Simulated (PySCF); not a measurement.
Ga(F)(vinyl)(OH) (C₂H₄FGaO), SMILES C=[CH][Ga]([OH])[F]. Atoms are numbered in the order given.

```xyz
9

Ga    -0.0447    -0.3036     0.0000
F     -1.1115    -1.7247     0.0000
C     -0.7025     1.5190     0.0000
C      0.1465     2.5667     0.0000
H     -1.7916     1.6979     0.0000
H     -0.2179     3.6100     0.0000
H      1.2422     2.4366     0.0000
O      1.7062    -0.7064     0.0000
H      1.8430    -1.6722     0.0000
```

Geometry: PBE-D3(BJ)/def2-SVP. The structure was generated by enumeration; whether it is a known compound was not checked. The values are those of a single conformer.

Method: PBE0/pcSseg-1 in PySCF.

GIAO shieldings, no solvent; atoms listed in one row are averaged. δ = σ(ref) − σ: ¹⁹F against CFCl3 (σ = 167.2 ppm); ¹³C against TMS (σ = 186.3 ppm); ¹H against TMS (σ = 31.56 ppm); ¹⁷O against H2O (σ = 334.2 ppm), references at their B3LYP-D3(BJ)/def2-TZVP geometries, non-relativistic.

Task: Estimate the chemical shifts. (The exact figures need the calculation; the answer reports its results.)

Result: 
| nucleus | atoms | count | δ (ppm) |
|---|---|---|---|
| ¹⁹F | F2 | 1 | -160.2 |
| ¹³C | C4 | 1 | 160.1 |
| ¹³C | C3 | 1 | 139.7 |
| ¹H | H6 | 1 | 7.43 |
| ¹H | H7 | 1 | 7.27 |
| ¹H | H5 | 1 | 6.69 |
| ¹H | H9 | 1 | 2.63 |
| ¹⁷O | O8 | 1 | 59.6 |
